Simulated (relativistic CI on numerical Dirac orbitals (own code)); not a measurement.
# Spin-allowed bands of a d2 ion in an octahedral site, by hand

Problem. Take Δ = 26500 cm⁻¹ and B = 440 cm⁻¹ for a d2 ion in an octahedral site. Calculate the three spin-allowed bands.

Working.
1. The terms of highest spin are 3F (energy 0) and 3P (15B = 6600 cm⁻¹). Here the F term splits into A2 at +1.2Δ = 31800, T2 at +0.2Δ = 5300 and T1 at −0.6Δ = -15900 cm⁻¹.
2. The two T1 states mix through the element 0.4Δ: H = [[-15900, 10600], [10600, 6600]], with roots ½(H₁₁ + H₂₂) ∓ ½√[(H₂₂ − H₁₁)² + 4H₁₂²] = ½(-9300) ∓ ½(30914) = -20107 and 10807 cm⁻¹.
3. The ground term is 3T1 at -20107 cm⁻¹.
4. Bands: 3T2 25407 cm⁻¹ (394 nm), 3T1(P) 30914 cm⁻¹ (323 nm), 3A2 51907 cm⁻¹ (193 nm).

Check. Exact diagonalisation of the whole d2 shell with these parameters gives 3T2 25407, 3T1 30914, 3A2 51907 cm⁻¹. The match is exact, since without spin-orbit coupling no other term has this spin. The ratio of the second band to the first, 1.217, depends on Δ/B = 60.2 alone, which is how a Tanabe-Sugano diagram is read.
